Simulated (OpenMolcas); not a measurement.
**4s2 4p3 along the 33-electron sequence**

```yaml
Program: OpenMolcas
Method: CASSCF
Basis: ANO-RCC-VTZP
Scalar_Hamiltonian: DKH2, point nucleus
Spin-orbit_coupling: state interaction with AMFI integrals over the reference wave functions, term energies averaged over their components
```

Active space for each ion: 5 electrons in 4 orbitals (4s 4p).

Computed levels in cm-1 above 4S* 3/2:

```tsv
Level	As	Se+	Kr3+
2D* 3/2	14603	17369	21672
2D* 5/2	14887	17990	23383
2P* 1/2	21058	25245	33187
2P* 3/2	21377	25963	35302
weight of 4S* in the lowest level (%)	100	99	98
```

Measured, with the error of the calculation in %. Measured levels: As, Se+ from NIST Handbook of Basic Atomic Spectroscopic Data; Kr3+ from Saloman, J. Phys. Chem. Ref. Data 36, 215 (2007).

```tsv
Level	As	Se+	Kr3+
2D* 3/2	10593 (+37.9)	13168 (+31.9)	17038 (+27.2)
2D* 5/2	10915 (+36.4)	13784 (+30.5)	18700 (+25.0)
2P* 1/2	18186 (+15.8)	23038 (+9.6)	31056 (+6.9)
2P* 3/2	18648 (+14.6)	23895 (+8.7)	33406 (+5.7)
```

2D* 3/2 changes by a factor of 1.48 over the same range, with steps per unit of Z of +2770, +2150 cm-1.

Terms from blocks run as CI alone lack orbitals of their own. Without dynamic correlation excited terms often stand tens of per cent too high (terms of higher spin than the ground term too low), and those without a measured partner can miss by more than the paired ones (holds for As; Se+). Measured partners are found by configuration, term and J. A level has none where our copy of the source lacks it or the pairing is in doubt (some pairs that miss far off the trend of their configuration count as doubtful), and it then counts in no deviation. Only configurations of the active space appear.

* marks odd parity.
